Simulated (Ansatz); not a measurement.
Relaxation of CH3AlBCl2F (9 atoms, charge 0, multiplicity 1), to a largest force component of 0.02 eV/Å in at most 40 steps.

Method: RKS PBE/STO-3G in Ansatz.

```xyz
9
Properties=species:S:1:pos:R:3:forces:R:3
C -0.455 -1.055 1.160 -0.49 4.10 -0.60
Al 0.659 -0.211 -0.251 0.40 -0.93 0.84
Cl 2.594 -1.111 -0.723 -1.32 0.62 0.29
B 0.108 1.482 -1.274 1.01 1.52 -2.44
F 0.878 2.051 -2.304 -2.44 -1.16 2.80
Cl -1.605 2.236 -0.885 1.60 -0.44 -0.52
H 0.025 -1.896 1.587 0.49 -1.59 0.88
H -1.429 -1.298 0.686 0.21 -0.31 0.35
H -0.686 -0.245 1.988 0.55 -1.80 -1.60
```

Where does it end, and by what steps?

The run converged. Limits of this set-up: minimal basis. After 6 steps the energy has fallen by 0.579 eV; Cl6 moved furthest, 0.22 Å.

```tsv
step	energy less start (eV)	largest force component (eV/Å)	accepted
0	0.0000	4.099	yes
1	-0.4082	2.304	yes
2	-0.4868	1.087	yes
3	-0.5096	1.690	yes
4	-0.5669	0.285	yes
5	-0.5779	0.102	yes
6	-0.5794	0.014	yes
```

```xyz
9
Properties=species:S:1:pos:R:3
C -0.425 -1.018 1.154
Al 0.605 -0.191 -0.227
Cl 2.444 -1.084 -0.709
B 0.115 1.480 -1.310
F 0.885 2.118 -2.169
Cl -1.568 2.196 -1.098
H 0.039 -1.936 1.550
H -1.432 -1.284 0.788
H -0.574 -0.329 2.004
```

Whether the end is a true minimum wasn't checked by a vibrational analysis.

The run took 31 s on 1 thread of Arm Neoverse N1, on a shared host, peak memory 0.16 GiB.
